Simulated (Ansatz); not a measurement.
InH₂I, 4 atoms. Hardware: 4 threads of Arm Neoverse V1 on a shared host.

In the def2 sets I, In take a core potential; there is no spin–orbit coupling. Correlated methods freeze 8 core orbitals; core or outer-core shells of In, I are correlated, in sets that lack core-valence functions.

**Question.** How many basis functions does each of these Ansatz runs have, and roughly what does it cost? B2PLYP/def2-TZVP, charge 0 singlet, energy, from earlier orbitals; r2SCAN-D4/def2-TZVP, charge 0 triplet at the geometry of the charge 0 singlet, energy, from earlier orbitals; PBE0-D4/def2-TZVP, charge 1 doublet, energy, from earlier orbitals; r2SCANh-D4/def2-TZVP, charge 0 singlet, energy, from earlier orbitals; HF/STO-3G, charge 0 singlet, energy; PBE0-D4/def2-TZVP, charge 0 triplet at the geometry of the charge 0 singlet, energy; PBE0-D4/def2-TZVP, charge 1 doublet at the geometry of the charge 0 singlet, energy; PBE-D4/def2-SVP, charge 0 singlet, energy, from earlier orbitals; PBE-D4/def2-TZVP, charge 0 singlet, energy, from earlier orbitals; MP2/def2-TZVP, charge 0 singlet, energy, from earlier orbitals; r2SCAN-D4/def2-TZVP, charge 1 doublet at the geometry of the charge 0 singlet, energy, from earlier orbitals; CCSD(T)/def2-TZVPP, charge 1 doublet at the geometry of the charge 0 singlet, energy, from earlier orbitals.

**Answer.** Other jobs shared the machine, so times can vary by a factor of up to 3. A dash marks memory too small to be measured apart from the calling script's.

| run | functions | fitting or Cholesky vectors | wall time | peak host memory (GiB) |
| --- | --- | --- | --- | --- |
| HF/STO-3G, charge 0 singlet, energy | 56 | 668 | 0.35 s | – |
| PBE-D4/def2-SVP, charge 0 singlet, energy, from earlier orbitals | 62 | 748 | 0.45 s | – |
| PBE-D4/def2-TZVP, charge 0 singlet, energy, from earlier orbitals | 112 | 843 | 0.75 s | – |
| MP2/def2-TZVP, charge 0 singlet, energy, from earlier orbitals | 112 | 1069 | 0.85 s | – |
| B2PLYP/def2-TZVP, charge 0 singlet, energy, from earlier orbitals | 112 | 1069 | 1.8 s | – |
| r2SCANh-D4/def2-TZVP, charge 0 singlet, energy, from earlier orbitals | 112 | 843 | 1.8 s | – |
| PBE0-D4/def2-TZVP, charge 0 triplet at the geometry of the charge 0 singlet, energy | 112 | 987 | 2.7 s | – |
| PBE0-D4/def2-TZVP, charge 1 doublet, energy, from earlier orbitals | 112 | 987 | 3.2 s | – |
| PBE0-D4/def2-TZVP, charge 1 doublet at the geometry of the charge 0 singlet, energy | 112 | 987 | 3.3 s | – |
| r2SCAN-D4/def2-TZVP, charge 1 doublet at the geometry of the charge 0 singlet, energy, from earlier orbitals | 112 | 843 | 3.5 s | – |
| r2SCAN-D4/def2-TZVP, charge 0 triplet at the geometry of the charge 0 singlet, energy, from earlier orbitals | 112 | 843 | 3.7 s | – |
| CCSD(T)/def2-TZVPP, charge 1 doublet at the geometry of the charge 0 singlet, energy, from earlier orbitals | 128 | 1119 | 56 s | 1.9 |
